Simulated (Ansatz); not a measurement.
Molecule: MoH₂ (charge 0, quintet). SMILES: [MoH2]
Geometry: optimised at B3LYP-D3(BJ)/def2-TZVP (Ansatz, a first-principles code).

Quantity: atomisation energy, in kcal/mol. Terms: no dispersion term unless named; def2 sets with scalar-relativistic core potentials past Kr; six Cartesian d functions in 6-31G* and its kin unless marked 5d; atomisation electronic, to ground-state atoms; LANL2DZ with its own core potentials from Na on; UHF or UKS for open shells; spin-orbit terms left out; frozen cores in correlated levels (noble-gas shells and the d and f shells of earlier blocks). Ab initio and DFT rows: single points at B3LYP-D3(BJ) geometries (Ansatz). A UHF reference is markedly spin-contaminated in at least one set, which strains HF and MP2. The spin state of an ion or metal species was assumed, not searched.

```tsv
level	program	atomisation energy (kcal/mol)
PBE/LANL2DZ	Ansatz	115.4
BLYP/6-31G* with LANL2DZ past Ar	Ansatz	121.5
B3LYP/LANL2DZ	Ansatz	117.9
B3LYP/6-31G* with LANL2DZ past Ar	Ansatz	116.0
MP2/LANL2DZ	Ansatz	69.5
MP2/6-31G* with LANL2DZ past Ar	Ansatz	68.2
wB97M-V/def2-TZVPD	Ansatz	116.6
```

No value to compare with is used here. The 6 habitual levels span 68.2 (MP2/6-31G* with LANL2DZ past Ar) to 121.5 kcal/mol (BLYP/6-31G* with LANL2DZ past Ar); wB97M-V/def2-TZVPD gives 116.6.

The levels are drawn from those run, B3LYP/6-31G* more often than the rest, none by its result; runs whose electronic state is in doubt are left out.
